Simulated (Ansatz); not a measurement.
Relaxation of CH₄BClO (8 atoms, charge 0, multiplicity 1), to a largest force component of 0.02 eV/Å in at most 40 steps.

Theory: RKS B3LYP/def2-SVP (Ansatz 0.2.0).

```xyz
8
Properties=species:S:1:pos:R:3
B 0.000 0.000 0.000
O 0.000 0.000 1.410
H -0.909 -0.281 1.747
Cl 1.611 0.000 -0.930
C -1.386 0.000 -0.800
H -1.946 -0.930 -0.571
H -1.990 0.880 -0.495
H -1.184 0.051 -1.890
```

Question: Where does it end, and by what steps?

Answer: It converged. After 5 steps the energy has fallen by 0.280 eV; H3 moved furthest, 0.19 Å.

| step | energy less start (eV) | largest force component (eV/Å) | accepted |
| --- | --- | --- | --- |
| 0 | 0.0000 | 1.677 | yes |
| 1 | -0.1148 | 2.953 | yes |
| 2 | -0.2091 | 2.098 | yes |
| 3 | -0.2794 | 0.144 | yes |
| 4 | -0.2802 | 0.055 | yes |
| 5 | -0.2804 | 0.017 | yes |

```xyz
8
Properties=species:S:1:pos:R:3
B -0.021 -0.037 0.002
O 0.035 -0.092 1.352
H -0.835 -0.106 1.772
Cl 1.558 -0.013 -0.822
C -1.369 -0.008 -0.815
H -1.927 -0.950 -0.659
H -2.026 0.807 -0.462
H -1.219 0.117 -1.896
```

Whether the end is a true minimum wasn't checked by a vibrational analysis.

Run time: 13 s on 2 threads of Arm Neoverse V1, with other jobs on the host, peak memory 0.15 GiB.
